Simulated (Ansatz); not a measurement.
A structure relaxed at PBE-D4/def2-SVP in Ansatz, charge 0, doublet:

```xyz
25

Si    0.8684    2.4979   -1.2532
Si    1.4038   -1.2625   -1.6368
Si    1.1477    0.4395    1.8126
Si   -1.8961    1.0348    1.0261
Si   -0.3793   -3.2684    1.1223
Si    1.9970    0.6339   -0.3739
Si   -1.4047    1.9046   -1.1173
Si   -0.6227   -2.2781   -0.9849
N    -0.5727    0.0477    1.6648
H     1.2726    2.8341   -2.6659
H     1.1223    3.6977   -0.3754
H     1.3351   -0.9134   -3.1046
H     2.4680   -2.3208   -1.4710
H     1.3932    1.7299    2.5623
H     1.7932   -0.6761    2.5879
H    -2.2189    2.2128    1.9196
H    -3.1185    0.1559    0.9814
H     0.9686   -3.0315    1.7575
H    -1.4580   -2.9100    2.1196
H     3.4936    0.8326   -0.3727
H    -2.3042    3.0936   -1.3511
H    -1.6840    0.8881   -2.1942
H    -0.9106   -3.3513   -2.0081
H    -1.8010   -1.3413   -0.9938
H    -0.8930   -0.6497    2.3489
```

(1) Give its formula.

(2) Summarise the bond lengths by kind (pairs closer than 1.2 times the sum of covalent radii, bridged metal pairs left out).

Answers

(1) Si₈NH₁₆, a doped cluster cut from the lattice of silicon (N on a surface site).

(2) 7 × Si–Si 2.34 to 2.36 Å; 2 × N–Si 1.77 Å; 15 × H–Si 1.50 to 1.51 Å; 1 × H–N 1.03 Å.
